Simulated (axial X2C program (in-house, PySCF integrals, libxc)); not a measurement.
**Working with the constants of MoH⁺**

A bond curve at the M06 level, 2c, was computed with an axial X2C code built on PySCF integrals (basis Mo dyall-cv3z [11s12p9d5f3g], H dyall-v3z [6s2p1d] (cores contracted in-house)) for the state Ω = 2 (⟨Sz⟩ = 2.00, ⟨Lz⟩ = 0.00 at M06). Its fit gives Re = 1.6689 Å, ωe = 1937.8 cm⁻¹, ωexe = 28 cm⁻¹ and αe = 1.367e-01 cm⁻¹; the masses are 97.9054 and 1.0078 u. Two-component means X2C with spin–orbit coupling and atomic mean-field Coulomb and Gaunt terms.

Problem. Find the reduced mass, Be and the force constant.

Solution. From the M06 values: μ = 0.9975 u. Be = 16.8576/(μ Re²) = 6.067 cm⁻¹. k = 5.8918×10⁻⁷ μ ωe² = 2.21 mdyn/Å.

Problem. Scale the constants to the deuteride (D 2.0141 u) within the Born–Oppenheimer picture.

Solution. ρ = √(μH/μD) = 0.7110; ωe = 1377.7, ωexe = 14.2, Be = 3.067 cm⁻¹; the zero-point energy falls by 277 cm⁻¹.

Problem. Estimate the centrifugal constant by the Kratzer relation.

Solution. D = 4Be³/ωe² = 2.38e-04 cm⁻¹.

Problem. Estimate De from a Morse curve and compare with the computed well depth of 2.018 eV to Mo+ + H.

Solution. De(Morse) = ωe²/(4ωexe) = 4.157 eV against 2.018 eV computed, a ratio of 2.06. The extrapolation overshoots: the well softens faster than a Morse curve, or the lowest atomic limit lies below the one to which the curve heads.

Problem. A Morse curve ties αe to the other constants (Pekeris). How well does that hold?

Solution. αe(Morse) = 6Be²/ωe × (√(ωexe/Be) − 1) = 1.309e-01 cm⁻¹; the M06 curve gives 1.367e-01 cm⁻¹, a ratio of 0.96.

The state is a single determinant with fixed occupations, the lowest that a limited PBE0 search found. De is counted from the lowest determinant-based energies of the atoms at the same level, without counterpoise correction. Density functionals use the spin component along the axis (collinear). With several unpaired electrons one determinant need not be a pure state. Open-shell Ω = 0 determinants with evenly filled partner blocks cannot be reached by this program, so the Ω shown need not be the lowest component.
